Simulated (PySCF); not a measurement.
Input for PySCF: R-HF/3-21G on C2H4F2 (SMILES FCCF), a point of a torsion scan.

```python
from pyscf import gto, scf, dft, mp
from pyscf.data.elements import chemcore

mol = gto.M(
    atom='''
    F     1.40029123    0.65806346   -0.81013130
    C     0.75572225   -0.15511248    0.07552422
    C    -0.77394915    0.02603023   -0.03402916
    F    -1.08083790    0.95187929   -0.98783019
    H     1.11739364    0.11548325    1.07265812
    H     1.05252153   -1.18098080   -0.16495890
    H    -1.26420356   -0.90663544   -0.33087027
    H    -1.19929759    0.38985013    0.90674196
    ''',
    basis='3-21g',
    charge=0, spin=0, verbose=3, max_memory=1800)
mf = scf.RHF(mol)
mf.conv_tol = 1e-8
mf.max_cycle = 100
mf.kernel()
if not mf.converged:
    mf = mf.newton().run(mf.mo_coeff, mf.mo_occ)
```

Problem. Give the final energy of this run.

Solution. -275.4017 hartree.
